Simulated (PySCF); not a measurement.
TeCl3, SMILES Cl[Te+](Cl)Cl, charge +1.

Coordinates come from a B3LYP-D3(BJ)/def2-SVP optimisation. The multiplicity is an assumed one; other spin states were not compared. The isomer is the one that the SMILES or the coordinates give; other isomers of the formula were not compared. The def2 effective core potentials stand for the cores of Te; spin–orbit coupling is left out.

Calculation: PySCF with B3LYP-D3(BJ)/def2-SVP.

Frequencies are harmonic and unscaled.

Modes within 1.5 cm⁻¹ of each other (mostly degenerate sets) share a row, with their intensities summed.

```csv
mode,ν (cm⁻¹),IR (km/mol),moving atoms (share of kinetic energy)
1–2,123,2.0,"Cl 90 %, Te 10 %"
3,151,3.2,"Cl 71 %, Te 29 %"
4–5,393,82.9,"Cl 75 %, Te 25 %"
6,397,6.5,"Cl 83 %, Te 17 %"
```
